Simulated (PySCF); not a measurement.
Match the barriers

Saddle point of SiNH₄F₃, closed shell (SiNH₃F₂ ([NH2][SiH]([F])[F]) + HF → SiHF₃ ([F][SiH]([F])[F]) + NH₃ (still joined by a long Si–N bond); bonds formed: Si1–F7, N2–H6; bonds broken: H6–F7; bonds weakened to dative contacts: Si1–N2), PBE0-D4/def2-TZVP structure:

| atom | x (Å) | y (Å) | z (Å) |
| --- | --- | --- | --- |
| Si1 | -0.6233 | 0.3685 | -0.3700 |
| N2 | 0.8276 | -0.0857 | 0.6194 |
| F3 | -0.2260 | 0.3839 | -1.9007 |
| F4 | -0.6907 | 1.9450 | -0.0527 |
| H5 | -1.9486 | -0.0701 | 0.0612 |
| H6 | 0.5214 | -1.2274 | 0.2016 |
| F7 | -0.3027 | -1.7146 | -0.4598 |
| H8 | 0.7468 | 0.0826 | 1.6148 |
| H9 | 1.6956 | 0.3178 | 0.2862 |

Computed with PySCF 2.14 with density fitting (its default auxiliary sets; JK sets also for MP2 and CCSD(T)) (basis: def2-TZVPP, with def2-QZVPP for the basis limit); correlated methods freeze the cores. B3LYP uses VWN-RPA correlation. Extrapolation: Hartree–Fock as exp(−7.88 √X), correlation as X^−2.97. Four methods, as single points on the PBE0-D4 structures, gave these electronic barriers from the start structure: 10.51, 14.98, 17.32, 25.13 kcal/mol.

(1) The methods were, in alphabetical order, B3LYP-D4, BHLYP-D4, HF, PBE-D4. Which gave which? (Judge from chemistry; the calculation decides.)

The T1 diagnostic stays at or below 0.012.

## Answers

(1) Computed: PBE-D4 10.51; B3LYP-D4 14.98; BHLYP-D4 17.32; HF 25.13 kcal/mol. For comparison, CCSD(T) at an estimated basis limit (MP2 extrapolated from triple and quadruple zeta, plus CCSD(T) − MP2 in triple zeta) gives 15.70 kcal/mol.

Steps of this kind, hydrogen fluoride cutting a network bond, underlie vapour etching and the fluorination step of atomic layer etching.

Labels in which every atom is bracketed show which atoms are joined, not bond orders.

For scale, one of the runs: CCSD(T)/def2-TZVPP, 222 basis functions, launched by `OMP_NUM_THREADS=4 python run.py`. Time: 16 min of wall clock on 4 CPU threads of an Arm Neoverse V2; the host was shared. Peak host memory: 4.6 GiB.
